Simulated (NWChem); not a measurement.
System: HfH₂Br₂; SMILES [Br][HfH2][Br]

```xyz
5

Hf     0.0000     0.0000    -0.5531
Br     2.1244     0.0000     0.7247
Br    -2.1244     0.0000     0.7247
H      0.0000    -1.4663    -1.6484
H      0.0000     1.4663    -1.6484
```
Atoms are numbered in this order, from 1.

Level: PBE0/def2-SVP with def2 effective core potentials on Hf (NWChem), optimised geometry, unscaled harmonic frequencies. This build's default masses of Se (78.918 u) and Br (79.917 u) are each other's, which moves their modes by up to 0.6 %. def2 effective core potentials on Hf; no spin-orbit coupling.

Question: List the harmonic frequencies with IR intensities, and the thermochemistry.

Answer: 
```json
[
 {"frequency (cm⁻¹)": "55", "IR intensity (km/mol)": "1.2"},
 {"frequency (cm⁻¹)": "228", "IR intensity (km/mol)": "31.4"},
 {"frequency (cm⁻¹)": "247", "IR intensity (km/mol)": "8.6"},
 {"frequency (cm⁻¹)": "257", "IR intensity (km/mol)": "21.5"},
 {"frequency (cm⁻¹)": "487", "IR intensity (km/mol)": "0.0"},
 {"frequency (cm⁻¹)": "519", "IR intensity (km/mol)": "127.5"},
 {"frequency (cm⁻¹)": "633", "IR intensity (km/mol)": "106.8"},
 {"frequency (cm⁻¹)": "1779", "IR intensity (km/mol)": "358.0"},
 {"frequency (cm⁻¹)": "1805", "IR intensity (km/mol)": "289.4"}
]
```

* **zero-point energy**: 8.6 kcal/mol
* **thermal correction to the enthalpy at 298.15 K (with zero-point energy)**: 12.8 kcal/mol
* **heat capacity Cv**: 16.7 cal/(mol K)
* **entropy at 298.15 K and 1 atm (symmetry number 2)**: 83.5 cal/(mol K)

Rigid rotor and harmonic oscillator; modes under 100 cm⁻¹ make the entropy uncertain.
